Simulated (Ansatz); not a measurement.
## Molecular dynamics of H8O2Si3

Input:

```yaml
crystal:
  periodic: [false, false, false]
  atoms:
    - { symbol: Si, position_ang: [0.03436, -0.005931, -0.001495] }
    - { symbol: Si, position_ang: [-0.055259, -0.132503, 2.356919] }
    - { symbol: H, position_ang: [-1.434131, -0.47718, 2.815625] }
    - { symbol: H, position_ang: [0.862397, -1.19449, 2.865188] }
    - { symbol: H, position_ang: [0.330038, 1.160767, 2.98726] }
    - { symbol: O, position_ang: [1.602611, 0.143884, -0.545172] }
    - { symbol: H, position_ang: [2.166264, -0.634533, -0.420701] }
    - { symbol: Si, position_ang: [-1.076683, 1.873855, -0.863138] }
    - { symbol: H, position_ang: [-2.505862, 1.831304, -0.437779] }
    - { symbol: H, position_ang: [-0.482615, 3.132918, -0.334754] }
    - { symbol: H, position_ang: [-1.031155, 1.900705, -2.350332] }
    - { symbol: O, position_ang: [-0.5695, -1.438726, -0.632234] }
    - { symbol: H, position_ang: [-1.264466, -1.87957, -0.123485] }
basis:
  gaussian: { orbitals: "6-31G*" }
hamiltonian:
  xc: b3lyp
  dispersion: d4
md:
  timestep: 1.0
  n_steps: 150
  ensemble: nvt_nose_hoover
  temperature: 500.0
  initial_velocities: maxwell_boltzmann
  seed: 537644
```

Command:

```bash
$ ansatz run input.yaml --threads 2 --pin off --max-ram 3072MiB --backend cpu --events-out ev --progress --plain --runs-dir out
```

It starts from a relaxed structure.

Output, in part (step lines, the closing report, with atoms numbered from 0):

```
md step     0: t =     0.00 fs  T =   500.0 K  F+E_penalty+E_count = -27859.72269577 eV  E_kin = 0.710930 eV  conserved = -27859.01176577 eV  (24 SCF iters)
[... lines left out ...]
Total energy: -27859.24955143 eV, -1023.8085373375 hartree
Atom 0 at     0.063630     0.071856     0.032905 Å, force     0.032874    -0.762447    -0.321140 eV/Å
Atom 1 at     0.043458    -0.135532     2.470365 Å, force     0.170380    -0.854198    -1.123386 eV/Å
Atom 2 at    -1.194654     0.388848     3.037624 Å, force    -0.188469     0.548165     0.464181 eV/Å
Atom 3 at     0.187253    -1.522337     3.005147 Å, force    -0.234864    -0.164312    -0.312909 eV/Å
Atom 4 at     1.368193     0.363283     2.872927 Å, force     0.103997     0.772520     0.353315 eV/Å
Atom 5 at     1.699238    -0.134754    -0.325455 Å, force    -0.174951     0.372677     0.059761 eV/Å
Atom 6 at     2.295317     0.282595     0.311440 Å, force     0.152965     0.021227     0.001187 eV/Å
Atom 7 at    -1.251949     1.823203    -1.011907 Å, force     0.101683    -0.467314     0.323922 eV/Å
Atom 8 at    -2.564885     1.556820    -0.360285 Å, force    -0.087912     0.247900     0.060108 eV/Å
Atom 9 at    -0.894805     3.281272    -0.888905 Å, force     0.033673    -0.367985     0.087762 eV/Å
Atom 10 at    -1.454058     1.461993    -2.439970 Å, force     0.179552     0.089821    -0.045298 eV/Å
Atom 11 at    -0.639608    -1.193731    -0.837333 Å, force     0.688595    -1.402103     0.531750 eV/Å
Atom 12 at    -0.205488    -2.110204    -0.743255 Å, force    -0.777523     1.966049    -0.079255 eV/Å
Dipole moment:     0.249651     0.068088     0.315429 e Å
```

The steps, from the saved trajectory:

```csv
time (fs),T (K),potential energy less start (eV),conserved less start (meV/atom)
0,500,0.000,0.00
5,339,0.233,0.34
10,228,0.395,0.55
15,313,0.273,0.40
20,266,0.346,0.58
25,225,0.405,0.43
30,311,0.283,0.17
35,347,0.240,0.31
40,288,0.332,0.32
45,209,0.451,0.43
50,226,0.436,0.68
55,320,0.311,0.52
60,328,0.308,0.20
65,307,0.351,0.37
70,392,0.246,0.33
75,375,0.285,0.24
80,222,0.523,0.75
85,304,0.420,0.72
90,431,0.253,0.31
95,315,0.437,0.38
100,290,0.489,0.35
105,368,0.392,0.24
110,264,0.562,0.68
115,258,0.586,0.74
120,373,0.433,0.47
125,384,0.436,0.56
130,368,0.474,0.32
135,360,0.497,0.21
140,321,0.571,0.71
145,361,0.529,0.76
150,407,0.473,0.55
```

All steps were run. The conserved energy stayed within 0.95 meV per atom of its start (net change 0.55 meV per atom), so the integration is sound. The mean temperature of the second half is 34 % below the set value. A run of 0.15 ps of so small a system gives no equilibrium averages.

The same pairs are bonded in the first frame and the last. Pairs count as bonded within 1.25 times the sum of covalent radii (0.12 Å more for H–H).

Last frame:

```xyz
13
Properties=species:S:1:pos:R:3
Si 0.064 0.072 0.033
Si 0.043 -0.136 2.470
H -1.195 0.389 3.038
H 0.187 -1.522 3.005
H 1.368 0.363 2.873
O 1.699 -0.135 -0.326
H 2.295 0.283 0.311
Si -1.252 1.823 -1.012
H -2.565 1.557 -0.360
H -0.895 3.281 -0.889
H -1.454 1.462 -2.440
O -0.640 -1.194 -0.837
H -0.205 -2.110 -0.743
```

The run took 9.5 min on 2 threads of Arm Neoverse V1, with other jobs on the host, peak memory 0.24 GiB.
